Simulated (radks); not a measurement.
The nuclear charge of the cobalt ion Co+ is varied continuously with 26 electrons held in [Ar] 3d8. Method: scalar-relativistic Kohn-Sham, r2SCAN, spin-polarised, spherical densities, finite nucleus; open shells are filled with parallel spins first; meta-GGA in the generalised Kohn-Sham scheme; Fermi nuclear charge, rms radius 3.7875 fm; computed with a radial shooting solver on a logarithmic mesh with Libxc functionals. By the Hellmann-Feynman theorem dE/dZ = E(electron-nucleus)/Z, the electronic potential at the nucleus (averaged over a nucleus of fixed radius). The scalar-relativistic energy here is not variational (the density holds large components alone), so the two differ by a part that grows with Z.

Z     E (hartree)  E(electron-nucleus)/Z (hartree)  HOMO  e(HOMO) (eV)  <r> HOMO (bohr)
26    -1272.65185                         -117.279    3d        -0.645            1.777
26.5  -1332.12573                         -120.407    3d        -4.793            1.341
27    -1393.15531                         -123.495    3d       -10.822            1.171
27.5  -1455.72740                         -126.564    3d       -18.254            1.061
28    -1519.83472                         -129.622    3d       -26.905           0.9803

The central difference of E at Z = 27 is -123.602 hartree, to compare with the third column; the second derivative is -6.17 hartree.
